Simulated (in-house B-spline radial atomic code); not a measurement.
# Removing one electron from neutral krypton

Closed shell [Ar] 3d10 4s2 4p6. Computed with a B-spline radial code for spherical atoms: Koopmans values of Dirac-Hartree-Fock plus a diagonal self-energy, in second order or with its direct term screened (direct RPA, with the hole-particle interaction, or full time-dependent Hartree-Fock), linearised in energy; no-pair Dirac-Coulomb Hamiltonian, finite nucleus. Shifts add to the Koopmans value (the ΔSCF shift is orbital relaxation alone); the final value takes TDHF screening with Breit and QED.

Command:
```bash
python run_mb.py task.json out
```
Settings (nuclear radius in fm, box in bohr, cutoff in hartree):
```
basis_form          2
Z                   36
core_configuration  [Ar] 3d10 4s2 4p6
rms_radius          4.1884
mass_number         84
speed_of_light      137.036
box_radius          30.116
lmax                7
intervals           66
virtual_cutoff      5184.0
```

Time taken, with all properties: 42 s on 1 thread of Arm Neoverse V2, with other jobs on the host.

Energies in eV:

| subshell | Koopmans | ΔSCF shift | second order | direct RPA | hole-particle | TDHF | Breit + QED | final |
| --- | --- | --- | --- | --- | --- | --- | --- | --- |
| 4p3/2 | 13.996 | -0.985 | ? | ? | ? | ? | ? | ? |
| 4p1/2 | 14.735 | -1.046 | -0.023 | 0.309 | -0.017 | -0.022 | -0.011 | 14.703 |

Task: What does the self-energy do to 4p3/2?

Result: It shifts the removal energy by 0.043 eV in second order, 0.326 with direct RPA, 0.029 with the hole-particle term and 0.031 with TDHF screening (quasi-particle weight 0.927); Breit and QED add 0.001 eV. The final value is 14.028 eV, against 14.000 eV (NIST, measured).
